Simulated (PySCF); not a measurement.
technetium atom (Tc), sextet (core potentials on Tc). Base run: HF/def2-SVP (PySCF).

PySCF was given this input:
```python
from pyscf import gto, scf

mol = gto.Mole()
mol.atom = '''
    Tc    0.000000    0.000000    0.000000
'''
mol.basis = 'def2-svp'
mol.ecp = {'Tc': 'def2-svp'}
mol.charge = 0
mol.spin = 5
mol.verbose = 4
mol.build()

mf = scf.UHF(mol)
mf.kernel()
```

The base run was repeated with changes; each row names its change, and settings that it needs were set with it.

```
change                                                                                                                               basis functions       E (Eh)  HOMO (eV)
-----------------------------------------------------------------------------------------------------------------------------------  ---------------  -----------  ---------
base                                                                                                                                              31    -80.06088      -6.48
basis = ANO-RCC-VDZP; relativity = none (without mol.ecp = {'Tc': 'def2-svp'})                                                                    43  -4133.84913      -5.70
basis = x2c-TZVPall; relativity = none (without mol.ecp = {'Tc': 'def2-svp'})                                                                     63  -4154.97655      -5.92
basis = ANO-RCC-VDZP; relativity = spin-free X2C; nucleus = Gaussian (with mol.nucmod = 'G'; without mol.ecp = {'Tc': 'def2-svp'})                43  -4282.89486      -6.48
basis = x2c-TZVPall; relativity = spin-free X2C; nucleus = Gaussian (with mol.nucmod = 'G'; without mol.ecp = {'Tc': 'def2-svp'})                 63  -4283.01916      -6.49
basis = ANO-RCC-VDZP; relativity = spin-free X2C (without mol.ecp = {'Tc': 'def2-svp'})                                                           43  -4282.96202      -6.48
basis = jorge-DZP-DKH; relativity = spin-free X2C (without mol.ecp = {'Tc': 'def2-svp'})                                                          48  -4281.82708      -5.81
basis = x2c-TZVPall; relativity = spin-free X2C (without mol.ecp = {'Tc': 'def2-svp'})                                                            63  -4283.07576      -6.48
basis = jorge-DZP-DKH; relativity = none (without mol.ecp = {'Tc': 'def2-svp'})                                                                   48  -4177.12864      -5.59
basis = jorge-DZP-DKH; relativity = spin-free X2C; nucleus = Gaussian (with mol.nucmod = 'G'; without mol.ecp = {'Tc': 'def2-svp'})               48  -4281.76820      -5.81
```

Absolute energies of different levels of theory aren't comparable as measures of quality.

Open shells are given as the SCF converged; they aren't shown to be the lowest states, and a large step between rows can be another state.

Basis sets contracted for a relativistic Hamiltonian are a mismatch without it, so the rows without relativity aren't non-relativistic limits. No row has spin-orbit coupling; sets with core potentials leave out the core electrons.
